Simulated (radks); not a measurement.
The numbers below are computed, except where a source is named.
The terbium ion Tb35+, configuration [Ar] 3d10 4s2.

Code: a radial shooting solver on a logarithmic mesh with Libxc functionals. Model: scalar-relativistic Kohn-Sham, PBEsol, spin-polarised, spherical densities, finite nucleus; Fermi nuclear charge, rms radius 5.06 fm.

Energy parts (eV):
| part | energy |
|---|---|
| total | -299249.09 |
| kinetic | 323357.20 |
| electron-nucleus | -683855.61 |
| Hartree | 66683.16 |
| exchange-correlation | -5433.85 |

Orbitals (lengths in bohr, moments of r in powers of bohr):
orbital,occ.,eigenvalue (eV),<r^2>,<1/r>,<r>,<r^4>
1s,2,-53284.58,0.0006319,73.07,0.02151,1.064e-06
2s,2,-10017.38,0.009855,17.00,0.09136,0.0001667
2p,6,-9066.842,0.007949,15.83,0.08071,0.0001247
3s,2,-3256.316,0.06330,6.350,0.2356,0.005973
3p,6,-2962.178,0.06290,5.977,0.2332,0.006127
3d,10,-2589.099,0.05177,5.680,0.2106,0.004635
4s,2,-1545.376,0.2531,3.080,0.4748,0.08851

The highest occupied level is 4s at -1545.4 eV. Summed over all electrons, <r^2> = 1.597 bohr^2, which gives a Langevin (diamagnetic) susceptibility term of -1.26 x 10^-6 cm^3/mol. The density falls to 0.001 e/bohr^3 at r = 1.08 bohr. The electron density at the nucleus is 7.212e+05 e/bohr^3 (large components only). For comparison, the ionisation energy in NIST's Atomic Spectra Database is 1559 eV (theoretical). In exact Kohn-Sham theory the highest level is minus the ionisation energy, but local and semilocal functionals leave it too shallow, through self-interaction and a potential that decays too fast; potentials with the right tail come closer.
